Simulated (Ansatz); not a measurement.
A run for Ansatz (a quantum-chemistry and plane-wave program): U-B3LYP/def2-TZVPPD on MgO, a point of a bond scan (R = 2.609 Å). Files ending in .json are basis or fitting sets from the Basis Set Exchange.

Ansatz 0.2 input:
```yaml
crystal:
  periodic: [false, false, false]
  atoms:
    - {symbol: Mg, position_ang: [-0.00000000, -0.00000000, -0.69577288]}
    - {symbol: O, position_ang: [0.00000000, 0.00000000, 1.91337542]}
basis:
  gaussian:
    orbitals: def2-TZVPPD.json
hamiltonian:
  xc: {name: B3LYP}
magnetization: {spin_polarized: true, initial_magnetization: 0}
```

Predict the final total energy.

-275.2241 hartree. Its determinant has ⟨S²⟩ = 1.01, a mixture of spin states.

How many basis functions does it have, and what does it roughly cost on one machine?

75 functions; around 11 core-seconds (rough).
